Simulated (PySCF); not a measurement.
C2H8AlAs, SMILES [CH3][Al]([AsH2])[CH3].

The structure is a stationary point at PBE-D3(BJ)/def2-SVP. The structure was generated by enumeration; whether it is a known compound was not checked.

Calculation: r2SCAN/def2-TZVP run with PySCF.

- total energy = -2559.30335 hartree
- highest occupied level = -5.97 eV
- lowest empty level = -1.36 eV
- orbital gap = 4.61 eV
- dipole moment = 1.36 D
- quadrupole, principal values (traceless, Buckingham form, about the centre of nuclear charge) = -4.02, -0.73, 4.75 D·Å
- mean static polarisability = 87.6 bohr³ (12.98 Å³)
- polarisability, principal values = 70.4, 87.2, 105.2 bohr³
